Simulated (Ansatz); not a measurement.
**Nudged elastic band run: CH$_{6}$Sn**

input.yaml

```yaml
crystal:
  periodic: [false, false, false]
  atoms:
    - { symbol: Sn, position_ang: [0.446654, 0.019436, 0.022563] }
    - { symbol: C, position_ang: [1.0669, -0.022401, 2.123412] }
    - { symbol: H, position_ang: [0.176919, -0.137986, 2.770449] }
    - { symbol: H, position_ang: [1.754047, -0.872798, 2.292573] }
    - { symbol: H, position_ang: [1.584126, 0.921542, 2.379346] }
    - { symbol: H, position_ang: [1.835119, 0.165851, -1.009896] }
    - { symbol: H, position_ang: [-0.607338, 1.369932, -0.261033] }
    - { symbol: H, position_ang: [-0.398028, -1.443576, -0.379114] }
basis:
  gaussian: { orbitals: def2-SVP }
hamiltonian:
  xc: blyp
  dispersion: d4
neb:
  order_check: false
  images: 9
  f_tol: 0.03
  max_iterations: 60
  final_atoms:
    - { symbol: Sn, position_ang: [0.07275799, -0.03439337, -1.00932643] }
    - { symbol: C, position_ang: [1.51909074, 0.02047741, 1.86920184] }
    - { symbol: H, position_ang: [0.43520593, -0.20586849, 1.82157493] }
    - { symbol: H, position_ang: [2.03348337, -0.80752681, 2.39171156] }
    - { symbol: H, position_ang: [1.66342078, 0.9745769, 2.40852662] }
    - { symbol: H, position_ang: [1.97227663, 0.1188745, 0.85744049] }
    - { symbol: H, position_ang: [-0.91157668, 1.2474014, -0.1947225] }
    - { symbol: H, position_ang: [-0.92625976, -1.31354153, -0.20610651] }
  initial_path:
    images:
      - { positions_ang: [[0.446654, 0.019436, 0.022563], [1.0669, -0.022401, 2.123412], [0.176919, -0.137986, 2.770449], [1.754047, -0.872798, 2.292573], [1.584126, 0.921542, 2.379346], [1.835119, 0.165851, -1.009896], [-0.607338, 1.369932, -0.261033], [-0.398028, -1.443576, -0.379114]] }
      - { positions_ang: [[0.35957761, 0.01843059, 0.01642701], [1.13190958, -0.02052414, 2.0773948], [0.21894608, -0.17490228, 2.6661419], [1.83375781, -0.8445157, 2.2868842], [1.59202484, 0.93763149, 2.35913469], [1.84712317, 0.13304983, -0.71689692], [-0.6451147, 1.38475694, -0.32484875], [-0.47982537, -1.43392673, -0.42593693]] }
      - { positions_ang: [[0.27250122, 0.01742518, 0.01029103], [1.19691916, -0.01864727, 2.03137761], [0.26097316, -0.21181857, 2.5618348], [1.91346861, -0.81623339, 2.28119541], [1.59992368, 0.95372098, 2.33892337], [1.85912733, 0.10024866, -0.42389784], [-0.68289141, 1.39958188, -0.38866451], [-0.56162275, -1.42427746, -0.47275986]] }
      - { positions_ang: [[0.18542483, 0.01641977, 0.00415504], [1.26192873, -0.01677041, 1.98536041], [0.30300024, -0.24873485, 2.4575277], [1.99317942, -0.78795109, 2.27550661], [1.60782252, 0.96981047, 2.31871206], [1.8711315, 0.06744748, -0.13089877], [-0.72066811, 1.41440682, -0.45248026], [-0.64342012, -1.4146282, -0.51958279]] }
      - { positions_ang: [[0.09834844, 0.01541436, -0.00198095], [1.32693831, -0.01489355, 1.93934321], [0.34502732, -0.28565113, 2.3532206], [2.07289022, -0.75966878, 2.26981781], [1.61572136, 0.98589995, 2.29850075], [1.88313566, 0.03464631, 0.16210031], [-0.75844482, 1.42923176, -0.51629601], [-0.72521749, -1.40497893, -0.56640573]] }
      - { positions_ang: [[0.01127205, 0.01440895, -0.00811694], [1.39194789, -0.01301669, 1.89332601], [0.38705439, -0.32256741, 2.2489135], [2.15260103, -0.73138648, 2.26412902], [1.6236202, 1.00198944, 2.27828943], [1.89513983, 0.00184514, 0.45509939], [-0.79622152, 1.4440567, -0.58011176], [-0.80701487, -1.39532966, -0.61322866]] }
      - { positions_ang: [[0.02356924, 0.00464849, -0.20835884], [1.41737646, -0.00631787, 1.88850118], [0.3966847, -0.29922763, 2.16344579], [2.12877749, -0.74661455, 2.28964553], [1.63158032, 0.99650693, 2.30433687], [1.91056719, 0.02525101, 0.53556761], [-0.81929256, 1.40472564, -0.50303391], [-0.83086385, -1.37897204, -0.53180423]] }
      - { positions_ang: [[0.03586643, -0.00511198, -0.40860073], [1.44280503, 0.00038095, 1.88367634], [0.40631501, -0.27588784, 2.07797807], [2.10495396, -0.76184261, 2.31516203], [1.63954043, 0.99102443, 2.33038431], [1.92599455, 0.04865688, 0.61603583], [-0.84236359, 1.36539458, -0.42595606], [-0.85471282, -1.36261441, -0.4503798]] }
      - { positions_ang: [[0.04816362, -0.01487244, -0.60884263], [1.4682336, 0.00707977, 1.87885151], [0.41594531, -0.25254806, 1.99251036], [2.08113043, -0.77707068, 2.34067854], [1.64750055, 0.98554192, 2.35643175], [1.94142191, 0.07206275, 0.69650405], [-0.86543462, 1.32606352, -0.3488782], [-0.8785618, -1.34625678, -0.36895537]] }
      - { positions_ang: [[0.0604608, -0.02463291, -0.80908453], [1.49366217, 0.01377859, 1.87402667], [0.42557562, -0.22920828, 1.90704264], [2.0573069, -0.79229874, 2.36619505], [1.65546067, 0.98005941, 2.38247918], [1.95684927, 0.09546863, 0.77697227], [-0.88850565, 1.28673246, -0.27180035], [-0.90241078, -1.32989916, -0.28753094]] }
      - { positions_ang: [[0.07275799, -0.03439337, -1.00932643], [1.51909074, 0.02047741, 1.86920184], [0.43520593, -0.20586849, 1.82157493], [2.03348337, -0.80752681, 2.39171156], [1.66342078, 0.9745769, 2.40852662], [1.97227663, 0.1188745, 0.85744049], [-0.91157668, 1.2474014, -0.1947225], [-0.92625976, -1.31354153, -0.20610651]] }
```

Command:

```bash
$ ansatz run input.yaml --threads 1 --pin off --max-ram 2048MiB --backend cpu --events-out ev --progress --plain --runs-dir out
```

Output, in part (warnings, iteration lines, the closing report on the highest movable image, with atoms numbered from 0):

```
NEB end point (image 0): max|allowed force component| = 2.958e-3 eV/Å (the criterion of neb.relax_end_points is 1.000e-2)
NEB end point (image 10): max|allowed force component| = 2.844e-2 eV/Å (the criterion of neb.relax_end_points is 1.000e-2)
NEB iter   1: max|band force component| = 3.349e0 eV/Å  barrier→ = 4.1045 eV  barrier← = 4.0411 eV  Δτ_max = 0.2000 Å  (311 SCF iters)
NEB iter   2: max|band force component| = 1.684e0 eV/Å  barrier→ = 2.8667 eV  barrier← = 2.8033 eV  Δτ_max = 0.1907 Å  (265 SCF iters)
NEB iter   3: max|band force component| = 1.651e0 eV/Å  barrier→ = 2.3621 eV  barrier← = 2.2987 eV  Δτ_max = 0.0973 Å  (240 SCF iters)
NEB iter   4: max|band force component| = 1.025e0 eV/Å  barrier→ = 2.0942 eV  barrier← = 2.0308 eV  Δτ_max = 0.0994 Å  (237 SCF iters)
NEB iter   5: max|band force component| = 5.808e-1 eV/Å  barrier→ = 2.0056 eV  barrier← = 1.9422 eV  Δτ_max = 0.0577 Å  (240 SCF iters)
NEB iter   6: max|band force component| = 4.585e-1 eV/Å  barrier→ = 1.9676 eV  barrier← = 1.9042 eV  CI = image 5  Δτ_max = 0.1565 Å  (245 SCF iters)
NEB iter   7: max|band force component| = 4.898e-1 eV/Å  barrier→ = 2.0162 eV  barrier← = 1.9528 eV  CI = image 5  Δτ_max = 0.0789 Å  (240 SCF iters)
NEB iter   8: max|band force component| = 2.411e-1 eV/Å  barrier→ = 1.9970 eV  barrier← = 1.9336 eV  CI = image 5  Δτ_max = 0.0697 Å  (225 SCF iters)
NEB iter   9: max|band force component| = 1.760e-1 eV/Å  barrier→ = 1.9925 eV  barrier← = 1.9291 eV  CI = image 5  Δτ_max = 0.0258 Å  (240 SCF iters)
NEB iter  10: max|band force component| = 7.017e-2 eV/Å  barrier→ = 1.9912 eV  barrier← = 1.9278 eV  CI = image 5  Δτ_max = 0.0592 Å  (246 SCF iters)
NEB iter  11: max|band force component| = 7.063e-2 eV/Å  barrier→ = 1.9899 eV  barrier← = 1.9265 eV  CI = image 5  Δτ_max = 0.0296 Å  (239 SCF iters)
NEB iter  12: max|band force component| = 5.599e-2 eV/Å  barrier→ = 1.9892 eV  barrier← = 1.9258 eV  CI = image 5  Δτ_max = 0.0296 Å  (242 SCF iters)
NEB iter  13: max|band force component| = 4.646e-2 eV/Å  barrier→ = 1.9886 eV  barrier← = 1.9252 eV  CI = image 5  Δτ_max = 0.0296 Å  (239 SCF iters)
NEB iter  14: max|band force component| = 3.403e-2 eV/Å  barrier→ = 1.9880 eV  barrier← = 1.9246 eV  CI = image 5  Δτ_max = 0.0295 Å  (239 SCF iters)
NEB iter  15: max|band force component| = 5.000e-2 eV/Å  barrier→ = 1.9877 eV  barrier← = 1.9243 eV  CI = image 5  Δτ_max = 0.0148 Å  (239 SCF iters)
NEB iter  16: max|band force component| = 5.314e-2 eV/Å  barrier→ = 1.9876 eV  barrier← = 1.9242 eV  CI = image 5  Δτ_max = 0.0074 Å  (245 SCF iters)
NEB iter  17: max|band force component| = 4.275e-2 eV/Å  barrier→ = 1.9876 eV  barrier← = 1.9241 eV  CI = image 5  Δτ_max = 0.0074 Å  (194 SCF iters)
NEB iter  18: max|band force component| = 2.418e-2 eV/Å  barrier→ = 1.9875 eV  barrier← = 1.9241 eV  CI = image 5  Δτ_max = 0.0000 Å  (434 SCF iters)
Total energy: -6960.21101629 eV, -255.7830370481 hartree
Atom 0 at     0.310488     0.031660    -0.552482 Å, force    -0.004505     0.000607     0.001403 eV/Å
Atom 1 at     1.169619    -0.004301     1.915500 Å, force     0.004852    -0.004104    -0.003070 eV/Å
Atom 2 at     0.183425    -0.118031     2.393425 Å, force    -0.000251     0.002320     0.001184 eV/Å
Atom 3 at     1.824627    -0.874987     2.080548 Å, force    -0.001742    -0.000945     0.001251 eV/Å
Atom 4 at     1.653193     0.955596     2.158495 Å, force    -0.002302     0.001293     0.000336 eV/Å
Atom 5 at     1.902140     0.123792     0.125596 Å, force     0.000761     0.001145     0.000697 eV/Å
Atom 6 at    -0.699979     1.354871    -0.030796 Å, force     0.001557    -0.002061    -0.001330 eV/Å
Atom 7 at    -0.485114    -1.468600    -0.151987 Å, force     0.001631     0.001745    -0.000472 eV/Å
Dipole moment:     0.060774     0.001756     0.070154 e Å
```

The forces met the threshold. A vibrational analysis at the climbing image gives one clearly imaginary mode, 893i cm⁻¹: a first-order saddle point. The orbitals stay closed-shell, which can raise the energy where a bond breaks towards radicals; this wasn't checked here.

Final band (atoms are numbered from 1 in the order of the input):

| image | path coordinate (Å) | energy (eV) | Sn1–C2 (Å) | Sn1–H6 (Å) | C2–H6 (Å) |
| --- | --- | --- | --- | --- | --- |
| 0 | 0.00 | 0.00 | 2.19 | 1.74 | 3.23 |
| 1 | 0.32 | 0.06 | 2.17 | 1.73 | 2.98 |
| 2 | 0.65 | 0.32 | 2.15 | 1.72 | 2.71 |
| 3 | 0.97 | 0.88 | 2.21 | 1.69 | 2.43 |
| 4 | 1.30 | 1.65 | 2.38 | 1.68 | 2.17 |
| 5 | 1.62 | 1.99 | 2.61 | 1.73 | 1.94 |
| 6 | 1.97 | 1.59 | 2.71 | 1.84 | 1.57 |
| 7 | 2.32 | 0.54 | 2.81 | 2.02 | 1.22 |
| 8 | 2.67 | 0.12 | 3.06 | 2.27 | 1.12 |
| 9 | 3.02 | 0.07 | 3.21 | 2.50 | 1.12 |
| 10 | 3.37 | 0.06 | 3.22 | 2.67 | 1.11 |

Run time: 2.3 min on 1 thread of Intel(R) Xeon(R) 6975P-C (Granite Rapids), on a shared host, peak memory 0.13 GiB.
